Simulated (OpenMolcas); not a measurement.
**Mn3+, Tc3+, Re3+: d⁴ down the group**

- Program: OpenMolcas 26.06
- Method: SS-CASPT2, IPEA 0.25 Eh, imaginary shift 0.1 Eh
- Basis: ANO-R2
- Scalar Hamiltonian: X2C, finite nucleus
- Spin-orbit coupling: state interaction with AMFI integrals over the reference wave functions, term energies averaged over their components

Active space for each ion: 4 electrons in 10 orbitals (d d); closed shells correlated by CASPT2: Mn3+ 3s 3p; Tc3+ 4s 4p; Re3+ 5s 5p.

Computed levels in cm-1 above ⁵D₀:

```csv
Level,Mn3+,Tc3+,Re3+
⁵D₁,102,346,3260
⁵D₂,302,948,6300
⁵D₃,591,1721,8790
⁵D₄,960,2620,10680
³P₀(1),21290,14590,15330
³H₄,21890,16000,18130
³P₁(1),21900,16380,20630
³H₅,22120,16850,22330
³H₆,22380,17600,24400
weight of ⁵D in the lowest level (%),100,98,67
```

Mixed levels, with the weight of the term that names them: Re3+ ⁵D₀ (67 %), Re3+ ³P₀(1) (56 %), Re3+ ³H₄ (58 %).

Measured, with the error of the calculation in %. Measured levels: Mn3+ from Corliss and Sugar, J. Phys. Chem. Ref. Data 6, 1253 (1977); Re3+ from the list in Brasseur, Gamrath and Quinet, At. Data Nucl. Data Tables 157, 101636 (2024).

```
 Level          Mn3+          Re3+
   ⁵D₁   99.0 (+3.4)   3084 (+5.6)
   ⁵D₂    287 (+5.3)   5979 (+5.3)
   ⁵D₃    552 (+7.1)   8350 (+5.2)
   ⁵D₄    886 (+8.4)  10121 (+5.5)
³P₀(1)  20654 (+3.1)              
   ³H₄  21281 (+2.9)  16946 (+7.0)
³P₁(1)  21279 (+2.9)  19340 (+6.7)
   ³H₅  21475 (+3.0)  20930 (+6.7)
   ³H₆  21679 (+3.2)  22896 (+6.6)
```

The fine-structure level ⁵D₄ changes by a factor of 11.1 from Mn3+ to Re3+.

Without spin-orbit coupling ³P(1) lies 21830, 15840, 13400 cm-1 above ⁵D in that order; the difference to the level ³P₀(1), of either sign, comes from spin-orbit coupling, which also lowers the zero.

Term energies are means over components that CASPT2 splits; among the terms shown or strongly mixed into the levels shown the widest spread is 140 cm-1 (5d⁴ ¹I, Re3+). Active for correlation alone: 4d; no level in the range computed is led by a configuration that fills it, so any true level of that kind is missing (holds for Mn3+). Active for correlation alone: 5d; no level in the range computed is led by a configuration that fills it, so any true level of that kind is missing (holds for Tc3+). Active for correlation alone: 6d; no level in the range computed is led by a configuration that fills it, so any true level of that kind is missing (holds for Re3+). Computed and measured levels are paired by configuration, term and J; levels that our copy of the source lacks, or whose pairing is in doubt (as where it misses far off the trend of its configuration), stay unpaired and out of the deviations. Levels of configurations outside the active space are missing.

A number in round brackets counts repeated terms of one configuration in the order of the reference energies.
